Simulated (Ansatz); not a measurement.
Consider the substitution at a C–O bond: `COCC=S` + `[SiH3]S` → `[SiH3]SCC=S` + CH₃OH.

Gas-phase electronic energies from Ansatz, PBE0-D4/def2-TZVP geometries. CCSD(T)/CBS is the MP2 limit (def2-TZVPP, def2-QZVPP) plus CCSD(T) − MP2 in def2-TZVPP, frozen cores. This one scheme is used for every species. DFT in def2-TZVPP. One conformer a species, not always the lowest.

`COCC=S`:

Z-matrix (Å, degrees):
```
C
O 1 1.407
H 1 1.098 2 112.0
H 1 1.098 2 111.2 3 121.4
H 1 1.089 2 107.2 3 -119.4
C 2 1.399 1 112.6 3 -61.8
C 6 1.498 2 113.2 1 73.1
H 6 1.097 2 106.5 1 -169.4
H 6 1.098 2 112.3 1 -52.0
S 7 1.606 6 125.5 2 -151.9
H 7 1.094 6 113.6 2 30.2
```

`[SiH3]S`:

Cartesian coordinates in Å:
```
Si -0.276 -0.035 -0.448
S 0.996 -0.704 1.133
H -1.611 0.372 0.058
H -0.411 -1.205 -1.348
H 0.323 1.105 -1.187
H 0.980 0.467 1.792
```

`[SiH3]SCC=S`:

```xyz
11

Si    0.697   -1.519   -0.744
S    -1.024   -1.037    0.436
C    -0.553    0.607    1.094
C    -0.580    1.567   -0.035
S     0.725    2.208   -0.726
H     1.930   -1.353    0.065
H     0.798   -0.713   -1.986
H     0.476   -2.946   -1.086
H     0.427    0.562    1.568
H    -1.319    0.841    1.837
H    -1.577    1.783   -0.424
```

CH₃OH:

Cartesian coordinates in Å:
```
C -0.023 -0.355 -0.016
O 0.597 0.908 -0.085
H 0.741 -1.100 -0.239
H -0.830 -0.465 -0.750
H -0.426 -0.569 0.982
H -0.059 1.581 0.107
```

Task: Is it downhill or uphill in electronic energy at CCSD(T)/CBS, and by how much? (Best estimate.)

Result: The calculation gave: Downhill: ΔE = -30.6 kJ/mol.

Task: What do these levels give: BLYP-D4, ωB97M-V, BLYP, r2SCANh, HF/def2-SVP, CCSD/CBS(def2)? (Best estimate.)

Result: Computed: BLYP-D4 -31.8, ωB97M-V -23.9, BLYP -18.9, r2SCANh -25.2, HF/def2-SVP 4.3, CCSD/CBS(def2) -26.7 kJ/mol.

Largest T1 diagnostic among the species: 0.015.

The D4 term adds −10.7 kJ/mol with B3LYP and −5.7 kJ/mol with PBE0; it sums over pairs of atoms, weighted by their polarisabilities, and B3LYP, whose exchange is more repulsive, gets the larger term. From BLYP to BHLYP (50 % exact exchange), in def2-TZVPP and without D4, ΔE moves by +4.5 kJ/mol. At CCSD(T), def2-SVP lies +20.0 kJ/mol from the extrapolated value and def2-TZVPP +6.9 kJ/mol.

B3LYP here is the variant with VWN-RPA as its local correlation; programs differ in this.
